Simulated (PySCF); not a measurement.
BH4N, SMILES BN. Atoms are numbered in the order given.

```xyz
6

B      0.0000     0.0000    -0.7773
N      0.0000     0.0000     0.6103
H      0.0000    -1.0429    -1.3562
H      0.0000     1.0429    -1.3562
H      0.0000     0.8414     1.1633
H      0.0000    -0.8414     1.1633
```
Charge 0, spin multiplicity 1.

Geometry optimised at B3LYP-D3(BJ)/def2-TZVP.

Two levels are set side by side: PBE/pcSseg-2 (PySCF) and B3LYP/pcSseg-2 (PySCF). GIAO shifts against BF3 (¹¹B), NH3 (¹⁵N), TMS (¹H) at the same level; non-relativistic, no solvent, atoms listed together averaged. Differences are taken from unrounded values.

```
quantity               B3LYP    PBE  PBE minus B3LYP
---------------------  -----  -----  ---------------
δ(¹¹B) of B1 (ppm)      29.4   28.4             -1.0
δ(¹⁵N) of N2 (ppm)     120.4  128.0              7.6
δ(¹H) of H3, H4 (ppm)   4.87   5.03             0.16
δ(¹H) of H5, H6 (ppm)   4.51   4.70             0.19
```

Rough cost on one machine, each run with all the roots and properties that it gave: B3LYP against PBE within a factor of 2.
